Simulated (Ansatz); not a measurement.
Isolated molecules relaxed with PBE0-D4/def2-TZVP in Ansatz; ΔE leaves out vibrations. CCSD(T)/CBS adds triple-zeta CCSD(T) − MP2 to the extrapolated MP2 energy (def2 sets, frozen cores). This one scheme is used for every species. Functionals use def2-TZVPP. B3LYP here is the variant with VWN-RPA as its local correlation; programs differ in this. One conformer a species, not always the lowest.

Consider the ligand exchange at the Si–O bond: `N[Si@H](O)N[Si@@H](N)F` + HCl → `N[Si@H](F)N[Si@@H](N)Cl` + H₂O.

| level | ΔE (kJ/mol) | difference from CCSD(T)/CBS |
| --- | --- | --- |
| PBE-D4 | 7.2 | 0.6 |
| r2SCAN-D4 | 9.9 | 3.3 |
| PBE0-D4 | 5.2 | -1.4 |
| B3LYP-D4 | 10.5 | 3.9 |
| ωB97X-V | 8.7 | 2.1 |
| ωB97M-V | 9.0 | 2.4 |
| B2PLYP | 11.9 | 5.3 |
| PBE | 8.0 | 1.4 |
| r2SCAN | 10.1 | 3.5 |
| PBE0 | 6.1 | -0.5 |
| B3LYP | 11.9 | 5.3 |
| HF/def2-TZVPP | 5.5 | -1.1 |
| MP2/def2-TZVPP | 8.7 | 2.1 |
| SCS-MP2/def2-TZVPP | 10.1 | 3.5 |
| CCSD/def2-TZVPP | 12.5 | 5.9 |
| CCSD(T)/def2-TZVPP | 13.5 | 6.9 |
| HF/def2-QZVPP | 5.2 | -1.4 |
| MP2/def2-QZVPP | 4.7 | -1.9 |
| SCS-MP2/def2-QZVPP | 6.1 | -0.5 |
| HF/CBS(def2) | 5.2 | -1.4 |
| MP2/CBS(def2) | 1.9 | -4.7 |
| CCSD/CBS(def2) | 5.6 | -1.0 |
| CCSD(T)/CBS | 6.6 | 0 |

Largest T1 diagnostic among the species: 0.011.

In def2-TZVPP, CCSD(T) changes the Hartree–Fock value by +8.0 kJ/mol (the triples alone add +1.0 kJ/mol) and MP2 by +3.2 kJ/mol.
